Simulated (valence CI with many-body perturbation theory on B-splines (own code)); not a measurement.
# Mg VIII: calculated level list

Calculated by configuration interaction combined with many-body perturbation theory (CI+MBPT): three valence electrons over a frozen Dirac-Fock core [He], radial functions for each j: 11 s, 11 p, 9 d, 7 f, 5 g, 2 h, 1 i, with the one-electron correlation potential Σ1 (screened to all orders), the two-electron term Σ2, the three-electron term Σ3, Breit, model QED; selected single and double excitations, second order for the rest, scaled by the run's own slope (own B-spline code, finite nucleus).

No measured levels were compared; by estimate levels hold to about 100 cm⁻¹ or 0.05 % of their energy and the worst to 300 or 400 cm⁻¹, as in measured light ions of charge 2 to 7.

Levels 1 to 45 of 69, with energies above the lowest level, 2s2 2p 2P°_1/2. "Leading %" is the weight of the configuration and term that name the level; weights of strongly mixed levels are sums over their largest components and can fall short. In the jj column 3d3/2^4 stands for four electrons in 3d with j = 3/2. Lifetimes count E1, E2, E3, M1 and M2 decay at the calculated energies, and are blank where another channel may lead or the interval is too uncertain; long ones can be off by a factor of two.

```tsv
No.	Configuration	Term	J	E (cm⁻¹)	Leading %	Lifetime	Leading jj	Second component
1	2s2 2p	2P°	1/2	0	96		2s^2 2p1/2 (96 %)	
2	2s2 2p	2P°	3/2	3300	96	3.08 s	2s^2 2p3/2 (96 %)	
3	2s 2p2	4P	1/2	129830	100	7.28 μs	2s 2p1/2^2 (46 %)	
4	2s 2p2	4P	3/2	130970	100	55.2 μs	2s 2p1/2 2p3/2 (89 %)	
5	2s 2p2	4P	5/2	132640	100	16.6 μs	2s 2p3/2^2 (65 %)	
6	2s 2p2	2D	5/2	232310	99	634 ps	2s 2p1/2 2p3/2 (65 %)	
7	2s 2p2	2D	3/2	232350	99	607 ps	2s 2p1/2 2p3/2 (68 %)	
8	2s 2p2	2S	1/2	298450	99	141 ps	2s 2p3/2^2 (62 %)	
9	2s 2p2	2P	1/2	318900	98	73.5 ps	2s 2p1/2 2p3/2 (66 %)	
10	2s 2p2	2P	3/2	320890	99	72.8 ps	2s 2p3/2^2 (57 %)	
11	2p3	4S°	3/2	413610	100	80.7 ps	2p1/2 2p3/2^2 (55 %)	
12	2p3	2D°	5/2	465760	99	241 ps	2p1/2 2p3/2^2 (99 %)	
13	2p3	2D°	3/2	465850	99	242 ps	2p1/2 2p3/2^2 (44 %)	
14	2p3	2P°	1/2	524780	96	99.6 ps	2p1/2 2p3/2^2 (96 %)	
15	2p3	2P°	3/2	524980	96	100 ps	2p3/2^3 (52 %)	
16	2s2 3s	2S	1/2	1210600	93	13.0 ps	2s^2 3s (93 %)	5 % 2p2 3s 2S
17	2s2 3p	2P°	1/2	1275200	90	143 ps	2s^2 3p1/2 (90 %)	5 % 2p2 3p 2P°
18	2s2 3p	2P°	3/2	1276000	90	143 ps	2s^2 3p3/2 (90 %)	5 % 2p2 3p 2P°
19	2s2 3d	2D	3/2	1335800	93	2.32 ps	2s^2 3d3/2 (93 %)	5 % 2p2 3d 2D
20	2s2 3d	2D	5/2	1336000	93	2.33 ps	2s^2 3d5/2 (93 %)	5 % 2p2 3d 2D
21	2s 2p 3s	4P°	1/2	1351400	98	10.9 ps	2s 2p1/2 3s (88 %)	
22	2s 2p 3s	4P°	3/2	1352500	98	10.8 ps	2s 2p1/2 3s (57 %)	
23	2s 2p 3s	4P°	5/2	1354500	98	10.8 ps	2s 2p3/2 3s (98 %)	
24	2s 2p 3s	2P°	1/2	1381400	94	14.4 ps	2s 2p1/2 3s (72 %)	
25	2s 2p 3s	2P°	3/2	1383600	94	14.1 ps	2s 2p3/2 3s (84 %)	
26	2s 2p 3p	2P	1/2	1408200	78	7.46 ps	2s 2p1/2 3p1/2 (59 %)	18 % 2s 2p 3p 4D
27	2s 2p 3p	2P	3/2	1409200	81	7.21 ps	2s 2p1/2 3p1/2 (41 %)	14 % 2s 2p 3p 4D
28	2s 2p 3p	4D	1/2	1410700	81	33.3 ps	2s 2p1/2 3p1/2 (37 %)	17 % 2s 2p 3p 2P
29	2s 2p 3p	4D	3/2	1411300	85	43.0 ps	2s 2p1/2 3p3/2 (38 %)	13 % 2s 2p 3p 2P
30	2s 2p 3p	4D	5/2	1412200	99	3.73 ns	2s 2p1/2 3p3/2 (41 %)	
31	2s 2p 3p	4D	7/2	1414000	99	3.73 ns	2s 2p3/2 3p3/2 (99 %)	
32	2s 2p 3p	4S	3/2	1423900	98	850 ps	2s 2p3/2 3p3/2 (41 %)	
33	2s 2p 3p	4P	1/2	1432500	99	963 ps	2s 2p1/2 3p1/2 (47 %)	
34	2s 2p 3p	4P	3/2	1433400	97	937 ps	2s 2p3/2 3p1/2 (53 %)	
35	2s 2p 3p	4P	5/2	1434400	98	557 ps	2s 2p3/2 3p3/2 (60 %)	
36	2s 2p 3p	2D	3/2	1440500	97	5.78 ps	2s 2p1/2 3p3/2 (57 %)	
37	2s 2p 3p	2D	5/2	1442600	97	5.81 ps	2s 2p3/2 3p3/2 (53 %)	
38	2s 2p 3p	2S	1/2	1461000	98	5.54 ps	2s 2p3/2 3p3/2 (56 %)	
39	2s 2p 3d	4F°	3/2	1462000	99	510 ps	2s 2p1/2 3d3/2 (78 %)	
40	2s 2p 3d	4F°	5/2	1462700	99	306 ps	2s 2p1/2 3d3/2 (36 %)	
41	2s 2p 3d	4F°	7/2	1463600	99	281 ps	2s 2p1/2 3d5/2 (38 %)	
42	2s 2p 3d	4F°	9/2	1465000	99	6.90 ns	2s 2p3/2 3d5/2 (99 %)	
43	2s 2p 3d	4D°	1/2	1476000	98	1.53 ps	2s 2p1/2 3d3/2 (53 %)	
44	2s 2p 3d	4D°	3/2	1476100	95	1.55 ps	2s 2p3/2 3d3/2 (33 %)	
45	2s 2p 3d	4D°	5/2	1476500	91	1.59 ps	2s 2p1/2 3d5/2 (49 %)
```

The ionisation energy to 2s2 1S_0 of the next ion comes out as 265.89 eV (NIST: 265.924 eV (semi-empirical)). All 69 levels together are meant to be complete up to 1612500 cm⁻¹.
